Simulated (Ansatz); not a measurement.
Basis-set extrapolation for CH$_{5}$AlF$_{2}$OSi (`F[SiH](F)C[O][AlH2]`) (PBE0-D4/def2-TZVP geometry, frozen core, the Gaussian-basis code of Ansatz). Multiplicity 1, RHF reference.

```
                      def2-TZVPP   def2-QZVPP
                 HF  -845.705429  -845.737663
    MP2 correlation    -1.099369    -1.194133
CCSD(T) correlation    -1.169881      not run
```

Energies in hartree. Use E(X) = E(∞) + A·exp(−7.88·√X) for Hartree–Fock and E(X) = E(∞) + B·X^(−2.97) for correlation, with X = 3 and 4, and add CCSD(T) minus MP2 of the smaller set to the MP2 limit.

Question: What is the CCSD(T) energy at the basis-set limit?

Answer: HF limit: -845.737663 + (-0.032234) × 0.13774 = -845.74210. MP2 limit: -1.194133 + (-0.094764) × 0.74074 = -1.26433. Higher-order term: -1.169881 − (-1.099369) = -0.07051. Total: -847.07694 hartree, 529.4 kJ/mol below CCSD(T)/def2-TZVPP.
